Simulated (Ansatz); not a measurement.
Relaxation of CH5SSbSi (9 atoms, charge 0, multiplicity 1), to a largest force component of 0.02 eV/Å in at most 50 steps.

Method: RKS PBE0-D4/def2-SVP (Ansatz).

```xyz
9
Properties=species:S:1:pos:R:3
Si -0.804 0.992 0.365
C -0.048 -0.595 -0.071
S 0.926 -1.203 1.277
Sb 1.970 -0.340 -0.882
H 0.126 1.918 0.983
H -1.346 1.684 -0.881
H -1.953 0.800 1.271
H -0.642 -1.352 -0.548
H 1.859 -1.951 -1.530
```

**Question.** Where does it end, and by what steps?

**Answer.** It converged. After 6 steps the energy has fallen by 0.262 eV; Sb4 moved furthest, 0.21 Å.

```csv
step,energy less start (eV),largest force component (eV/Å),accepted
0,0.0000,1.547,yes
1,-0.1570,0.984,yes
2,-0.2466,0.283,yes
3,-0.2550,0.128,yes
4,-0.2615,0.051,yes
5,-0.2621,0.022,yes
6,-0.2624,0.010,yes
```

```xyz
9
Properties=species:S:1:pos:R:3
Si -0.877 1.053 0.354
C -0.046 -0.577 -0.052
S 0.942 -1.332 1.267
Sb 2.046 -0.457 -0.720
H 0.157 1.995 0.880
H -1.497 1.632 -0.878
H -1.942 0.871 1.388
H -0.620 -1.300 -0.649
H 1.925 -1.932 -1.606
```

Time of the run: 44 s on 2 threads of Intel(R) Xeon(R) Platinum 8259CL CPU @ 2.50GHz (Skylake/Cascade Lake), on a shared host, peak memory 0.27 GiB.
